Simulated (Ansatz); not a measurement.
The inner images of a band of F$_{3}$GeH$_{5}$O$_{2}$Si (12 atoms, charge 0, multiplicity 1) are given out of order.

Theory: RKS PBE/def2-SVP in Ansatz.

First end point:

```xyz
12
Properties=species:S:1:pos:R:3
Ge -0.009 -0.084 0.157
O -0.350 0.238 1.880
H -0.826 1.092 1.924
F 1.592 0.168 -0.466
F -0.845 1.297 -0.535
F -0.847 -1.369 -0.701
O 0.873 -1.824 1.179
Si 0.561 -3.459 0.706
H 1.043 -3.572 -0.700
H 1.381 -4.313 1.631
H -0.888 -3.807 0.860
H 0.715 -1.584 2.116
```

Last end point:

```xyz
12
Properties=species:S:1:pos:R:3
Ge 0.071 -0.489 0.015
O 0.504 0.539 1.937
H -0.387 0.877 2.168
F 1.345 0.509 -0.606
F -1.454 0.332 0.295
F -0.356 -1.383 -1.436
O 0.460 -1.866 1.079
Si 0.403 -3.506 0.602
H 1.346 -3.778 -0.531
H 0.842 -4.262 1.823
H -0.994 -3.912 0.236
H 0.621 -0.278 2.470
```

Problem. Put them in order from the first end to the last, with their energies above the first end.
A.
```xyz
12
Properties=species:S:1:pos:R:3
Ge 0.122 -0.340 -0.013
O 0.409 0.322 1.957
H -0.457 0.659 2.266
F 1.473 0.568 -0.603
F -1.330 0.650 0.048
F -0.344 -1.329 -1.383
O 0.557 -1.799 1.021
Si 0.399 -3.463 0.697
H 1.226 -3.840 -0.490
H 0.917 -4.154 1.929
H -1.049 -3.802 0.502
H 0.479 -0.691 2.123
```
B.
```xyz
12
Properties=species:S:1:pos:R:3
Ge 0.040 -0.115 0.110
O 0.109 0.267 1.890
H -0.583 0.919 2.112
F 1.470 0.547 -0.612
F -1.327 0.945 -0.203
F -0.466 -1.368 -1.032
O 0.853 -1.814 1.072
Si 0.462 -3.467 0.733
H 1.225 -3.827 -0.494
H 0.952 -4.223 1.934
H -1.012 -3.680 0.580
H 0.679 -1.402 1.962
```
C.
```xyz
12
Properties=species:S:1:pos:R:3
Ge -0.013 -0.088 0.137
O -0.217 0.167 1.900
H -0.738 0.985 2.025
F 1.516 0.397 -0.523
F -1.094 1.189 -0.398
F -0.695 -1.389 -0.830
O 0.963 -1.813 1.070
Si 0.521 -3.453 0.719
H 1.164 -3.786 -0.585
H 1.108 -4.259 1.843
H -0.963 -3.645 0.693
H 0.848 -1.522 2.001
```
D.
```xyz
12
Properties=species:S:1:pos:R:3
Ge 0.110 -0.426 -0.028
O 0.456 0.449 1.973
H -0.443 0.744 2.232
F 1.437 0.542 -0.579
F -1.388 0.463 0.172
F -0.305 -1.318 -1.480
O 0.480 -1.827 1.028
Si 0.389 -3.486 0.648
H 1.233 -3.828 -0.542
H 0.926 -4.176 1.869
H -1.039 -3.888 0.422
H 0.545 -0.467 2.337
```
E.
```xyz
12
Properties=species:S:1:pos:R:3
Ge 0.117 -0.212 0.039
O 0.371 0.293 1.888
H -0.439 0.722 2.228
F 1.507 0.573 -0.633
F -1.356 0.740 -0.033
F -0.328 -1.325 -1.257
O 0.618 -1.788 1.086
Si 0.385 -3.460 0.748
H 1.212 -3.821 -0.443
H 0.862 -4.178 1.975
H -1.068 -3.744 0.524
H 0.520 -1.019 1.930
```

Solution. C (+0.04 eV), B (+0.21 eV), E (+0.47 eV), A (+0.09 eV), D (-0.10 eV).

Run time: 3.4 min on 4 threads of Arm Neoverse V1, on a shared host, peak memory 0.22 GiB.
